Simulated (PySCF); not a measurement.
Ta(NH)(OH)2(Me) (CH6NO2Ta), SMILES [CH3][Ta](=[NH])([OH])[OH], multiplicity 1. Heavy atoms are numbered as in [Ta:1](=[NH:2])([OH:4])([OH:6])[CH3:8]. Hydrogens are named by the atom that carries them.

Coordinates come from a B3LYP-D3(BJ)/def2-SVP optimisation. The multiplicity is an assumed one; other spin states were not compared. The def2 effective core potentials stand for the cores of Ta; spin–orbit coupling is left out. The values are those of a single conformer.

Calculation: HF/def2-TZVP (PySCF).

ESP charges are fitted to the potential on shells at 1.4 to 2.0 van der Waals radii. Atomic charges (e), one atom of each kind:

```json
[
 {"atom": "Ta1", "Mulliken": "1.82", "ESP fit": "1.95", "Löwdin": "1.04"},
 {"atom": "N2 (NH)", "Mulliken": "-0.84", "ESP fit": "-1.35", "Löwdin": "-0.50"},
 {"atom": "H on N2", "Mulliken": "0.24", "ESP fit": "0.53", "Löwdin": "0.14"},
 {"atom": "O4 (OH)", "Mulliken": "-0.82", "ESP fit": "-0.88", "Löwdin": "-0.40"},
 {"atom": "H on O4", "Mulliken": "0.37", "ESP fit": "0.45", "Löwdin": "0.17"},
 {"atom": "C8 (CH3)", "Mulliken": "-0.71", "ESP fit": "-0.69", "Löwdin": "-0.57"},
 {"atom": "H on C8", "Mulliken": "0.14", "ESP fit": "0.13", "Löwdin": "0.12"}
]
```
